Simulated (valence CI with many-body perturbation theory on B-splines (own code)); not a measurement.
## Ba VI: calculated level list

Level of theory: configuration interaction combined with many-body perturbation theory (CI+MBPT): five valence electrons over a frozen Dirac-Fock core [Kr] 4d10, a basis of 9 s, 9 p, 8 d, 6 f, 3 g, 1 h functions for each j, with the one-electron correlation potential Σ1 (screened to all orders), the two-electron term Σ2, the three-electron term Σ3, Breit, model QED; selected single and double excitations, second order for the rest, scaled by the run's own slope (own B-spline code, finite nucleus).

Set against measurement, 12 paired levels are off by 145 cm⁻¹ on average, the worst by 339. These come from a selection out of Sansonetti and Curry, J. Phys. Chem. Ref. Data 39, 043103 (2010). Levels without a partner in it may be off by more, other configurations by several thousand cm⁻¹. Among the levels kept, up to 1100 cm⁻¹ of a level comes from second order outside the variational space, and about a tenth of that is noise between levels of different J, which matters for small intervals. 1 measured level below the end of the list, from 179077 cm⁻¹ on, found no clear computed partner, and computed levels of the same name lie up to 142 cm⁻¹ from them.

Levels 1 to 35 of 35, with energies above the lowest level, 5s2.5p3 4S°_3/2. "Leading %" is the weight of the configuration and term that name the level; weights of strongly mixed levels are sums over their largest components and can fall short, so below about 35 % the name and the second component can differ from the true leading terms, or belong to a minority configuration. In the jj column 3d3/2^4 stands for four electrons in 3d with j = 3/2.

| No. | Configuration | Term | J | E (cm⁻¹) | Leading % | Second component | g | Leading jj |
| --- | --- | --- | --- | --- | --- | --- | --- | --- |
| 1 | 5s2.5p3 | 4S° | 3/2 | 0.0 | 71 | 18 % 5s2.5p3 2P° | 1.776 | 5s^2 5p1/2^2 5p3/2 (72 %) |
| 2 | 5s2.5p3 | 2D° | 3/2 | 17332 | 66 | 20 % 5s2.5p3 4S° | 1.103 | 5s^2 5p1/2 5p3/2^2 (75 %) |
| 3 | 5s2.5p3 | 2D° | 5/2 | 23640 | 95 |  | 1.200 | 5s^2 5p1/2 5p3/2^2 (95 %) |
| 4 | 5s2.5p3 | 2P° | 1/2 | 36324 | 96 |  | 0.665 | 5s^2 5p1/2 5p3/2^2 (96 %) |
| 5 | 5s2.5p3 | 2P° | 3/2 | 49716 | 66 | 22 % 5s2.5p3 2D° | 1.256 | 5s^2 5p3/2^3 (90 %) |
| 6 | 5s.5p4 | 4P | 5/2 | 128110 | 83 | 7 % 5s2.5p2.5d 4P | 1.570 | 5s 5p1/2^2 5p3/2^2 (79 %) |
| 7 | 5s.5p4 | 4P | 3/2 | 139580 | 80 | 8 % 5s2.5p2.5d 4P | 1.663 | 5s 5p1/2 5p3/2^3 (58 %) |
| 8 | 5s.5p4 | 4P | 1/2 | 142530 | 78 | 10 % 5s.5p4 2S | 2.593 | 5s 5p1/2^2 5p3/2^2 (46 %) |
| 9 | 4f.5s2.5p2 | 4G° | 5/2 | 148760 | 56 | 12 % 4f.5s2.5p2 2F° | 0.764 | 4f5/2 5s^2 5p1/2^2 (82 %) |
| 10 | 4f.5s2.5p2 | 4G° | 7/2 | 151920 | 31 | 24 % 4f.5s2.5p2 4D° | 1.144 | 4f7/2 5s^2 5p1/2^2 (79 %) |
| 11 | 5s.5p4 | 2D | 3/2 | 158030 | 59 | 11 % 5s2.5p2.5d 2D | 0.942 | 5s 5p1/2 5p3/2^3 (44 %) |
| 12 | 4f.5s2.5p2 | 4G° | 7/2 | 161060 | 48 | 37 % 4f.5s2.5p2 2G° | 0.995 | 4f5/2 5s^2 5p1/2 5p3/2 (82 %) |
| 13 | 4f.5s2.5p2 | 2D° | 5/2 | 161660 | 47 | 30 % 4f.5s2.5p2 4G° | 1.010 | 4f5/2 5s^2 5p1/2 5p3/2 (89 %) |
| 14 | 4f.5s2.5p2 | 4G° | 9/2 | 163300 | 82 | 10 % 4f.5s2.5p2 4F° | 1.181 | 4f7/2 5s^2 5p1/2 5p3/2 (75 %) |
| 15 | 5s.5p4 | 2D | 5/2 | 163410 | 71 | 14 % 5s2.5p2.5d 2D | 1.229 | 5s 5p1/2 5p3/2^3 (71 %) |
| 16 | 4f.5s2.5p2 | 4D° | 7/2 | 163810 | 46 | 43 % 4f.5s2.5p2 2G° | 1.154 | 4f7/2 5s^2 5p1/2 5p3/2 (73 %) |
| 17 | 4f.5s2.5p2 | 4F° | 3/2 | 165640 | 50 | 28 % 4f.5s2.5p2 4D° | 0.707 | 4f5/2 5s^2 5p1/2 5p3/2 (94 %) |
| 18 | 4f.5s2.5p2 | 4D° | 5/2 | 166250 | 53 | 29 % 4f.5s2.5p2 2D° | 1.262 | 4f7/2 5s^2 5p1/2 5p3/2 (86 %) |
| 19 | 4f.5s2.5p2 | 2G° | 9/2 | 167050 | 60 | 30 % 4f.5s2.5p2 4F° | 1.172 | 4f7/2 5s^2 5p1/2 5p3/2 (56 %) |
| 20 | 4f.5s2.5p2 | 4G° | 11/2 | 168940 | 78 | 19 % 4f.5s2.5p2 2H° | 1.238 | 4f7/2 5s^2 5p1/2 5p3/2 (74 %) |
| 21 | 4f.5s2.5p2 | 4D° | 3/2 | 171420 | 55 | 23 % 4f.5s2.5p2 2D° | 1.027 | 4f5/2 5s^2 5p1/2 5p3/2 (54 %) |
| 22 | 4f.5s2.5p2 | 4F° | 5/2 | 171580 | 43 | 36 % 4f.5s2.5p2 2F° | 1.014 | 4f5/2 5s^2 5p1/2 5p3/2 (81 %) |
| 23 | 4f.5s2.5p2 | 4F° | 7/2 | 171650 | 46 | 44 % 4f.5s2.5p2 2F° | 1.177 | 4f7/2 5s^2 5p1/2 5p3/2 (70 %) |
| 24 | 4f.5s2.5p2 | 4D° | 1/2 | 171830 | 85 | 11 % 4f.5s2.5p2 2P° | 0.073 | 4f5/2 5s^2 5p1/2 5p3/2 (64 %) |
| 25 | 5s2.5p2.5d | 2P | 3/2 | 176510 | 28 | 19 % 5s.5p4 2P | 1.050 | 5s^2 5p1/2^2 5d3/2 (41 %) |
| 26 | 4f.5s2.5p2 | 2D° | 3/2 | 177380 | 63 | 27 % 4f.5s2.5p2 4F° | 0.717 | 4f7/2 5s^2 5p1/2 5p3/2 (43 %) |
| 27 | 4f.5s2.5p2 | 2G° | 9/2 | 178410 | 51 | 34 % 4f.5s2.5p2 2H° | 1.063 | 4f7/2 5s^2 5p1/2 5p3/2 (53 %) |
| 28 | 5s.5p4 | 2P | 1/2 | 179220 | 31 | 28 % 5s.5p4 2S | 1.208 | 5s 5p1/2 5p3/2^3 (32 %) |
| 29 | 4f.5s2.5p2 | 2G° | 7/2 | 179430 | 53 | 39 % 4f.5s2.5p2 2F° | 1.004 | 4f5/2 5s^2 5p1/2 5p3/2 (56 %) |
| 30 | 5s2.5p2.5d | 4F | 3/2 | 180320 | 59 | 18 % 5s.5p4 2P | 0.727 | 5s^2 5p1/2 5p3/2 5d3/2 (34 %) |
| 31 | 4f.5s2.5p2 | 2F° | 5/2 | 182490 | 67 | 12 % 4f.5s2.5p2 2D° | 0.940 | 4f7/2 5s^2 5p1/2 5p3/2 (74 %) |
| 32 | 5s2.5p2.5d | 4F | 5/2 | 183550 | 58 | 22 % 5s2.5p2.5d 4D | 1.125 | 5s^2 5p1/2^2 5d5/2 (57 %) |
| 33 | 4f.5s2.5p2 | 4F° | 9/2 | 186570 | 46 | 36 % 4f.5s2.5p2 2G° | 1.209 | 4f7/2 5s^2 5p3/2^2 (87 %) |
| 34 | 4f.5s2.5p2 | 2F° | 7/2 | 186930 | 35 | 27 % 4f.5s2.5p2 4F° | 1.166 | 4f5/2 5s^2 5p3/2^2 (54 %) |
| 35 | 4f.5s2.5p2 | 2F° | 5/2 | 187530 | 49 | 14 % 4f.5s2.5p2 2D° | 0.968 | 4f5/2 5s^2 5p3/2^2 (80 %) |

Names give the largest LS component (configuration and term), which can be under half, so a name can repeat, a term be missing and a line seem to break the LS rules; names also repeat where a configuration has a term twice.

The ionisation energy to 5s2.5p2 3P_0 of the next ion comes out as 72.285 eV (NIST: 71 ± 2 eV (theoretical)). All 35 levels together are meant to be complete up to 189620 cm⁻¹.
